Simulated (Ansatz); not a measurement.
Ansatz results at the PBE0-D4/def2-TZVP geometry: HOMO energy (ωB97M-V/def2-TZVPP) -10.77 eV; LUMO energy (B3LYP/def2-TZVPP) -1.27 eV; HOMO–LUMO gap (B3LYP/def2-TZVPP) 7.00 eV.

Each molecule was computed in one conformer, which needn't be the lowest.

Task: Which molecule gave them?
A. `CC(C)[Si](F)(C(C)C)C(C)C`
B. `ClC1(Cl)C[SiH2]1`
C. `[SiH3]N([SiH3])[Si](Cl)(Cl)N([SiH3])[SiH3]`
D. `C=C[SiH](Cl)Cl`

Result: D. The others give `[SiH3]N([SiH3])[Si](Cl)(Cl)N([SiH3])[SiH3]`: -10.22, -0.56, 7.18; `CC(C)[Si](F)(C(C)C)C(C)C`: -9.70, 0.57, 7.90; `ClC1(Cl)C[SiH2]1`: -9.31, -0.90, 6.07.

B3LYP here is the variant with VWN-RPA as its local correlation; programs differ in this.
